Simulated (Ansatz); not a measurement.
Pulling on the Ge1–H4 bond in FGeH3O (SMILES [OH][GeH2][F]) (multiplicity 1 held, fragments rigid). Energies count from the point at 1.527 Å.
Geometry at that point (charge 0, multiplicity 1):
```xyz
6

Ge    -0.22747    -0.25087     0.02663
O      1.45573    -0.40020    -0.50453
F     -0.54577     1.44651     0.30987
H     -1.08477    -0.69635    -1.15543
H     -0.46978    -0.93226     1.38081
H      2.09981    -0.16044     0.16984
```

Restricted levels (R-, RO-) in cc, def2 and unpolarised 6-31G sets keep to the state of the molecule at rest. Unrestricted levels (U-) break spin symmetry where that is lower. Active spaces are followed from a long bond inwards. Curves can end on different states.

Correlated levels freeze the cores. Filled d and f shells under p-block atoms count as core.

The values were computed with Ansatz (Gaussian basis) for Hartree–Fock, density functionals and correlated methods. 

Energies in kcal/mol.

```tsv
R (Å)	U-HF/cc-pVDZ	R-MP2/cc-pVDZ	U-SCS-MP2/cc-pVDZ	R-CCSD/cc-pVDZ	FIC-NEVPT4(SD) on CASSCF(2,2)/cc-pVDZ	FIC-MRCISD+Q on CASSCF(2,2)/cc-pVDZ
1.221	31.4	32.0	32.1	32.2	32.4	32.2
1.374	5.8	6.2	6.2	6.4	6.5	6.4
1.527	0.0	0.0	0.0	0.0	0.0	0.0
1.679	4.8	4.2	4.2	3.9	3.7	3.9
1.832	15.2	13.8	13.7	13.0	12.6	12.8
2.061	35.0	32.1	31.9	30.3	29.3	29.7
2.290	53.3	51.0	57.7	47.4	45.8	46.2
2.672	66.6	78.6	79.1	70.3	67.1	67.7
3.053	70.8	99.0	85.5	84.8	79.5	80.1
3.511	72.3	114.4	87.8	93.7	86.0	86.6
4.122	72.8	121.4	88.5	98.2	88.4	89.1
4.885	72.9	114.3	88.7	99.8	89.0	89.6
```

Doubts at one or more of the structures used: a spin-contaminated determinant (U-HF/cc-pVDZ, U-SCS-MP2/cc-pVDZ); a restricted determinant that unrestricted orbitals would lower (R-MP2/cc-pVDZ, R-CCSD/cc-pVDZ); other coupled-cluster roots lie near (R-CCSD/cc-pVDZ).

Ansatz is an electronic-structure program.
